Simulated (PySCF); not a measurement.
How methods differ on the interval between two levels of Ni

Ni [Ar] 3d8 4s2 [3F4, M_J = 4] → Ni [Ar] 3d9 4s1 [3D3, M_J = 3], as a difference of total energies. Computed with PySCF 2.14 in x2c-TZVPall-2c (6s7p4d1f, 54 functions), with the two-component X2C-1e Hamiltonian. Correlated levels: [Ne] frozen; the 6 highest virtual spinors dropped. "Screened" scales the spin-orbit matrix elements by Boettger's factors to mimic the two-electron term; Breit and QED terms are absent.

| method | interval between two levels (cm⁻¹) |
| --- | --- |
| GHF (spin-free) | 13471 |
| GMP2 (spin-free) | -6160.5 |
| GHF (screened spin-orbit) | 13860 |
| GMP2 (screened spin-orbit) | -5761.2 |

The labels give the starting determinants; with spin-orbit coupling the two ends relaxed to ⟨J²⟩ = 20.01, ⟨L²⟩ = 12.01, ⟨S²⟩ = 2.00 and ⟨J²⟩ = 12.01, ⟨L²⟩ = 6.01, ⟨S²⟩ = 2.00.
